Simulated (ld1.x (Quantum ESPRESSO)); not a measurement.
# u(r) = r·R(r): atom against pseudo-atom (Mo (Z = 42))

Columns: radius, all-electron u(r) and pseudo u(r) of the 5s shell (level -6.78 eV) of molybdenum in the configuration [Ar] 3d10 4s2 4p6 4d5 5s0.5 5p0; LDA (PZ), non-relativistic, PAW scheme, ld1.x (Quantum ESPRESSO) 7.5.

```tsv
r (bohr)	all-electron	pseudo
0.163	-0.0458	0.0538
0.325	0.1752	0.1068
0.488	0.0346	0.1594
0.650	-0.1693	0.2104
0.813	-0.2730	0.2602
0.975	-0.2645	0.3077
1.138	-0.1807	0.3531
1.300	-0.0609	0.3956
1.463	0.0691	0.4352
1.625	0.1919	0.4712
1.788	0.3008	0.5038
1.950	0.3913	0.5321
2.113	0.4640	0.5564
2.275	0.5191	0.5760
2.438	0.5589	0.5911
2.600	0.5851	0.6013
2.763	0.5999	0.6067
2.925	0.6049	0.6070
3.088	0.6020	0.6023
3.250	0.5927	0.5927
3.413	0.5782	0.5782
3.575	0.5598	0.5598
3.738	0.5383	0.5383
3.900	0.5148	0.5148
4.063	0.4897	0.4897
4.225	0.4639	0.4639
```

How many radial nodes do the two functions have?

The all-electron 5s function has n − l − 1 = 4 (the table is too coarse to show those close to the nucleus); the pseudo-wave has 0, since the states of the same l below it are removed with the core.

At about which radius was the pseudo-wave matched?

3.25 bohr, where the columns begin to agree (steps of 0.16 bohr).

Where does each function peak?

Outermost all-electron maximum near 2.92 bohr, pseudo maximum near 2.92 bohr (to the table’s step).

Is the pseudo-wave norm-conserving?

No, it belongs to a PAW set: the norm inside the radius is not constrained, and the difference is carried by the augmentation charge.
